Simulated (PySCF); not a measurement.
Vertical excitations of a molecule C2H5NO2Si from TDA-PBE/def2-SVPD (PySCF), as energy in eV (oscillator strength): 3.61 (0.001), 4.83 (0.008), 5.23 (0.000), 5.75 (0.179), 5.91 (0.014), 5.96 (0.014), 6.11 (0.000), 6.35 (0.032), 6.47 (0.017), 6.59 (0.101). Lowest triplet (TDA): 3.23 eV. Geometry: r2SCAN-D4/def2-SVP. The values are those of a single conformer.

**Question.** Which molecule gave these data?
(A) O[Si@@H]1C=NCO1
(B) O[Si@@H]1COC=N1
(C) CO[SiH2]N=C=O
(D) O=C/N=C/O[SiH3]

**Answer.** D, O=C/N=C/O[SiH3]
